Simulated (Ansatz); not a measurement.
C₂H₈FNSi (`C[SiH](F)CN`), relaxed with RKS PBE0-D4/def2-TZVP in Ansatz 0.2.0 from a PBE-D4/def2-SVP geometry. The force threshold is 0.005 eV/Å; the program also tests the step.

The species carries charge 0 and has multiplicity 1.

Start:

```xyz
13

C    -1.322   -1.339   -0.061
Si   -0.415    0.058   -0.912
F    -1.496    1.023   -1.704
C     0.535    1.106    0.347
N     1.590    0.244    0.898
H    -0.595   -1.882    0.579
H    -1.770   -2.053   -0.779
H    -2.128   -0.945    0.591
H     0.548   -0.461   -1.950
H     0.865    2.084   -0.087
H    -0.185    1.362    1.156
H     2.034    0.680    1.716
H     2.340    0.122    0.206
```

By how much does the energy fall, and how many steps does the optimiser take? (Estimate.)

The calculation gave: 1.79 kcal/mol, in 7 steps.

Which bonds change most? (Estimate.)

The calculation gave: Si2–F3 from 1.651 to 1.609 Å; Si2–C4 from 1.894 to 1.874 Å; C4–H10 from 1.120 to 1.100 Å; C1–Si2 from 1.871 to 1.852 Å.

Give the relaxed structure. (Estimate.)

The calculation gave: 
```xyz
13

C    -1.336   -1.335   -0.071
Si   -0.404    0.046   -0.881
F    -1.437    0.981   -1.684
C     0.519    1.101    0.362
N     1.612    0.287    0.893
H    -0.647   -1.923    0.541
H    -1.796   -1.995   -0.808
H    -2.122   -0.945    0.581
H     0.570   -0.480   -1.879
H     0.822    2.064   -0.074
H    -0.173    1.334    1.178
H     2.081    0.750    1.661
H     2.310    0.115    0.181
```
